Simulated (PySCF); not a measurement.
CClF, SMILES F[C]Cl (connectivity only; charge and spin as stated), neutral, multiplicity 1. Geometry: r2SCAN-D4/def2-TZVP. The isomer is the one that the SMILES or the coordinates give; other isomers of the formula were not compared.

The numbers are results of r2SCAN-D4/def2-TZVP in PySCF, not measurements.

Harmonic wavenumbers (cm⁻¹): 443, 738, 1161. Rotational constants (GHz): 68.90, 6.337, 5.803; symmetry number 1.

### Question
Work out the zero-point energy and the ideal-gas rigid-rotor harmonic-oscillator thermochemistry at 298.15 K and 1 atm.

### Answer
ZPE = ½ Σ hcν = ½ × 2342 cm⁻¹ = 14.01 kJ/mol. H − E(el) = 24.94 kJ/mol. Entropy in J/(mol K): translation 161.08, rotation 93.58, vibration 4.72, total 259.39. G − E(el) = -52.39 kJ/mol. Cp = 43.16 J/(mol K).
